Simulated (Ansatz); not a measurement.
`[SiH3][AsH][SiH3]` + `[SiH3]S` → `[SiH3]S[AsH][SiH3]` + SiH₄  (cleavage of the As–Si bond)

Calculated with Ansatz (gas phase, PBE0-D4/def2-TZVP geometries, no zero-point term in ΔE). CCSD(T)/CBS is the MP2 limit (def2-TZVPP, def2-QZVPP) plus CCSD(T) − MP2 in def2-TZVPP, frozen cores. This one scheme is used for every species. Functionals use def2-TZVPP. B3LYP here is the variant with VWN-RPA as its local correlation; programs differ in this. For As outer-core shells are correlated without core-valence functions, which leaves a few kJ/mol of doubt a bond. Scalar relativity is left out up to krypton. Each species was taken in one conformer, which may not be the lowest.

`[SiH3][AsH][SiH3]`:

```xyz
10

Si    0.555   -0.251    1.615
As   -1.405    0.292    0.418
Si   -0.389   -0.085   -1.680
H     0.729   -1.726    1.549
H     0.380    0.152    3.035
H     1.774    0.403    1.071
H    -1.070    1.778    0.396
H    -0.256   -1.555   -1.856
H    -1.273    0.452   -2.747
H     0.954    0.540   -1.801
```

`[SiH3]S`:

Cartesian coordinates in Å:
```
Si -0.166 -0.501 -0.003
S 0.388 1.390 -0.830
H 0.964 -1.132 0.726
H -0.541 -1.332 -1.171
H -1.320 -0.376 0.922
H 0.674 1.951 0.356
```

`[SiH3]S[AsH][SiH3]`:

Cartesian coordinates in Å:
```
Si -1.760 1.268 1.299
S 0.316 0.967 0.906
As 0.047 0.216 -1.209
Si 1.528 -1.606 -0.898
H -2.521 0.003 1.142
H -1.845 1.737 2.705
H -2.334 2.289 0.385
H 1.127 1.106 -1.816
H 2.776 -1.178 -0.219
H 0.816 -2.609 -0.069
H 1.851 -2.194 -2.226
```

SiH₄:

Z-matrix (Å, degrees):
```
Si
H 1 1.485
H 1 1.485 2 109.5
H 1 1.485 2 109.5 3 -120.0
H 1 1.485 2 109.5 3 120.0
```

```csv
level,ΔE (kJ/mol),difference from CCSD(T)/CBS
PBE-D4,14.1,-0.8
r2SCAN-D4,16.6,1.7
PBE0-D4,17.0,2.1
B3LYP-D4,7.8,-7.1
ωB97X-V,15.3,0.4
ωB97M-V,14.4,-0.5
B2PLYP,12.2,-2.7
PBE,17.0,2.1
r2SCAN,17.4,2.5
PBE0,19.7,4.8
B3LYP,12.6,-2.3
HF/def2-TZVPP,12.6,-2.3
MP2/def2-TZVPP,12.7,-2.2
SCS-MP2/def2-TZVPP,10.4,-4.5
CCSD/def2-TZVPP,17.2,2.3
CCSD(T)/def2-TZVPP,15.4,0.5
HF/def2-QZVPP,12.1,-2.8
MP2/def2-QZVPP,12.3,-2.6
SCS-MP2/def2-QZVPP,9.9,-5.0
HF/CBS(def2),12.0,-2.9
MP2/CBS(def2),12.2,-2.7
CCSD/CBS(def2),16.6,1.7
CCSD(T)/CBS,14.9,0
```

Largest T1 diagnostic among the species: 0.012.

The D4 term adds −4.8 kJ/mol with B3LYP and −2.7 kJ/mol with PBE0; it sums over pairs of atoms, weighted by their polarisabilities, and B3LYP, whose exchange is more repulsive, gets the larger term.

CCSD(T)/CBS has its own doubt, a few kJ/mol and more with outer-core shells, so smaller differences from it don't rank the levels.
